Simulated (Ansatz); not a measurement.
Ansatz (an electronic-structure program) input (B3LYP-D3(BJ)/def2-TZVP):

Ansatz 0.2 input:
```yaml
crystal:
  periodic: [false, false, false]
  atoms:
    - {symbol: Ga, position_ang: [-0.07291982, 0.12343991, 0.28867848]}
    - {symbol: F, position_ang: [-1.37584435, -1.01626928, -0.32617332]}
    - {symbol: F, position_ang: [0.13343100, 1.42660418, -0.98951333]}
    - {symbol: F, position_ang: [1.49358161, -0.83551680, 0.32134966]}
basis:
  gaussian:
    orbitals: def2-TZVP
hamiltonian:
  xc: b3lyp
  dispersion: d3bj
total_charge: -1
magnetization: {spin_polarized: true, initial_magnetization: 1}
phonons: {temperatures: {t_min: 298.15, t_max: 298.15, t_step: 100}}
```

Output:

```
Functional definition: B3LYP
integrals: 0.05 GiB planned
871 factors; their error is unknown
mean field: 0.73 GiB planned
mean field evaluation 1: about -60537.8410 eV, gradient 1.7e1 eV
mean field evaluation 2: about -60537.3664 eV, gradient 2.5e1 eV
mean field evaluation 4: about -60538.4853 eV, gradient 1.2e0 eV
mean field evaluation 8: about -60538.6614 eV, gradient 1.9e-2 eV
mean field -60538.66135204 eV, -2224.7547701090 hartree, gradient 3.1e-5 eV, S^2 0.751254; 0 other end points of the search recorded, 0 dependent functions left out
the calculation of the forces begins
reference -60538.66155541 eV, -2224.7547775827 hartree; 30, 29 occupied and 111, 112 virtual orbitals, 871 factors
these checks for a lower state are left out or cut short: stability, starts, cluster_reference, orbital_swaps, neighbouring_geometries, increment
integrals: 0.05 GiB planned
871 factors; their error is unknown
mean field: 0.73 GiB planned
mean field evaluation 16: about -60538.4912 eV, gradient 1.5e-1 eV
mean field -60538.66128603 eV, -2224.7547676830 hartree, gradient 1.3e-6 eV, S^2 0.751254; 0 other end points of the search recorded, 0 dependent functions left out
the calculation of the forces begins
reference -60538.66148940 eV, -2224.7547751571 hartree; 30, 29 occupied and 111, 112 virtual orbitals, 871 factors
these checks for a lower state are left out or cut short: stability, starts, cluster_reference, orbital_swaps, neighbouring_geometries, increment
integrals: 0.05 GiB planned
871 factors; their error is unknown
mean field: 0.73 GiB planned
mean field -60538.66128518 eV, -2224.7547676520 hartree, gradient 1.6e-6 eV, S^2 0.751254; 0 other end points of the search recorded, 0 dependent functions left out
the calculation of the forces begins
reference -60538.66148854 eV, -2224.7547751254 hartree; 30, 29 occupied and 111, 112 virtual orbitals, 871 factors
these checks for a lower state are left out or cut short: stability, starts, cluster_reference, orbital_swaps, neighbouring_geometries, increment
integrals: 0.05 GiB planned
871 factors; their error is unknown
mean field: 0.73 GiB planned
mean field evaluation 32: about -60538.6613 eV, gradient 4.6e-5 eV
mean field -60538.66129714 eV, -2224.7547680913 hartree, gradient 2.8e-6 eV, S^2 0.751251; 0 other end points of the search recorded, 0 dependent functions left out
the calculation of the forces begins
reference -60538.66150055 eV, -2224.7547755665 hartree; 30, 29 occupied and 111, 112 virtual orbitals, 871 factors
these checks for a lower state are left out or cut short: stability, starts, cluster_reference, orbital_swaps, neighbouring_geometries, increment
integrals: 0.05 GiB planned
871 factors; their error is unknown
mean field: 0.73 GiB planned
mean field -60538.66129925 eV, -2224.7547681689 hartree, gradient 1.3e-6 eV, S^2 0.751257; 0 other end points of the search recorded, 0 dependent functions left out
the calculation of the forces begins
reference -60538.66150258 eV, -2224.7547756412 hartree; 30, 29 occupied and 111, 112 virtual orbitals, 871 factors
these checks for a lower state are left out or cut short: stability, starts, cluster_reference, orbital_swaps, neighbouring_geometries, increment
integrals: 0.05 GiB planned
871 factors; their error is unknown
mean field: 0.73 GiB planned
mean field -60538.66128982 eV, -2224.7547678224 hartree, gradient 2.2e-6 eV, S^2 0.751250; 0 other end points of the search recorded, 0 dependent functions left out
the calculation of the forces begins
reference -60538.66149320 eV, -2224.7547752967 hartree; 30, 29 occupied and 111, 112 virtual orbitals, 871 factors
these checks for a lower state are left out or cut short: stability, starts, cluster_reference, orbital_swaps, neighbouring_geometries, increment
integrals: 0.05 GiB planned
871 factors; their error is unknown
mean field: 0.73 GiB planned
mean field -60538.66132693 eV, -2224.7547691864 hartree, gradient 2.8e-6 eV, S^2 0.751257; 0 other end points of the search recorded, 0 dependent functions left out
the calculation of the forces begins
reference -60538.66153029 eV, -2224.7547766596 hartree; 30, 29 occupied and 111, 112 virtual orbitals, 871 factors
these checks for a lower state are left out or cut short: stability, starts, cluster_reference, orbital_swaps, neighbouring_geometries, increment
integrals: 0.05 GiB planned
871 factors; their error is unknown
mean field: 0.73 GiB planned
mean field -60538.66134610 eV, -2224.7547698906 hartree, gradient 9.6e-7 eV, S^2 0.751255; 0 other end points of the search recorded, 0 dependent functions left out
the calculation of the forces begins
reference -60538.66154946 eV, -2224.7547773639 hartree; 30, 29 occupied and 111, 112 virtual orbitals, 871 factors
these checks for a lower state are left out or cut short: stability, starts, cluster_reference, orbital_swaps, neighbouring_geometries, increment
integrals: 0.05 GiB planned
871 factors; their error is unknown
mean field: 0.73 GiB planned
mean field evaluation 64: about -60538.6613 eV, gradient 1.5e-5 eV
mean field -60538.66134550 eV, -2224.7547698685 hartree, gradient 1.1e-6 eV, S^2 0.751253; 0 other end points of the search recorded, 0 dependent functions left out
the calculation of the forces begins
reference -60538.66154888 eV, -2224.7547773426 hartree; 30, 29 occupied and 111, 112 virtual orbitals, 871 factors
these checks for a lower state are left out or cut short: stability, starts, cluster_reference, orbital_swaps, neighbouring_geometries, increment
integrals: 0.05 GiB planned
871 factors; their error is unknown
mean field: 0.73 GiB planned
mean field -60538.66134887 eV, -2224.7547699927 hartree, gradient 9.1e-7 eV, S^2 0.751254; 0 other end points of the search recorded, 0 dependent functions left out
the calculation of the forces begins
reference -60538.66155224 eV, -2224.7547774663 hartree; 30, 29 occupied and 111, 112 virtual orbitals, 871 factors
these checks for a lower state are left out or cut short: stability, starts, cluster_reference, orbital_swaps, neighbouring_geometries, increment
integrals: 0.05 GiB planned
871 factors; their error is unknown
mean field: 0.73 GiB planned
mean field -60538.66134777 eV, -2224.7547699522 hartree, gradient 1.0e-6 eV, S^2 0.751253; 0 other end points of the search recorded, 0 dependent functions left out
the calculation of the forces begins
reference -60538.66155115 eV, -2224.7547774260 hartree; 30, 29 occupied and 111, 112 virtual orbitals, 871 factors
these checks for a lower state are left out or cut short: stability, starts, cluster_reference, orbital_swaps, neighbouring_geometries, increment
integrals: 0.05 GiB planned
871 factors; their error is unknown
mean field: 0.73 GiB planned
mean field -60538.66134217 eV, -2224.7547697464 hartree, gradient 2.0e-6 eV, S^2 0.751256; 0 other end points of the search recorded, 0 dependent functions left out
the calculation of the forces begins
reference -60538.66154552 eV, -2224.7547772194 hartree; 30, 29 occupied and 111, 112 virtual orbitals, 871 factors
these checks for a lower state are left out or cut short: stability, starts, cluster_reference, orbital_swaps, neighbouring_geometries, increment
integrals: 0.05 GiB planned
871 factors; their error is unknown
mean field: 0.73 GiB planned
mean field -60538.66130872 eV, -2224.7547685168 hartree, gradient 1.9e-6 eV, S^2 0.751251; 0 other end points of the search recorded, 0 dependent functions left out
the calculation of the forces begins
reference -60538.66151211 eV, -2224.7547759913 hartree; 30, 29 occupied and 111, 112 virtual orbitals, 871 factors
these checks for a lower state are left out or cut short: stability, starts, cluster_reference, orbital_swaps, neighbouring_geometries, increment
integrals: 0.05 GiB planned
871 factors; their error is unknown
mean field: 0.73 GiB planned
mean field evaluation 96: about -60538.6613 eV, gradient 1.4e-6 eV
mean field -60538.66131872 eV, -2224.7547688844 hartree, gradient 1.4e-6 eV, S^2 0.751251; 0 other end points of the search recorded, 0 dependent functions left out
the calculation of the forces begins
reference -60538.66152212 eV, -2224.7547763592 hartree; 30, 29 occupied and 111, 112 virtual orbitals, 871 factors
these checks for a lower state are left out or cut short: stability, starts, cluster_reference, orbital_swaps, neighbouring_geometries, increment
integrals: 0.05 GiB planned
871 factors; their error is unknown
mean field: 0.73 GiB planned
mean field -60538.66133371 eV, -2224.7547694355 hartree, gradient 1.8e-6 eV, S^2 0.751256; 0 other end points of the search recorded, 0 dependent functions left out
the calculation of the forces begins
reference -60538.66153706 eV, -2224.7547769082 hartree; 30, 29 occupied and 111, 112 virtual orbitals, 871 factors
Total energy: -60538.73089051 eV, -2224.7573256007 hartree
Atom 0 at    -0.072920     0.123440     0.288678 Å, force     0.000025     0.000146     0.000226 eV/Å
Atom 1 at    -1.375844    -1.016269    -0.326173 Å, force    -0.000071    -0.000100    -0.000098 eV/Å
Atom 2 at     0.133431     1.426604    -0.989513 Å, force    -0.000009     0.000031    -0.000095 eV/Å
Atom 3 at     1.493582    -0.835517     0.321350 Å, force     0.000056    -0.000077    -0.000032 eV/Å
Dipole moment:    -0.072544     0.122807     0.287195 e Å
Vibrations: 171.31 171.32 220.87 536.18 545.07 545.10 cm⁻¹, zero-point energy 0.135753 eV
```
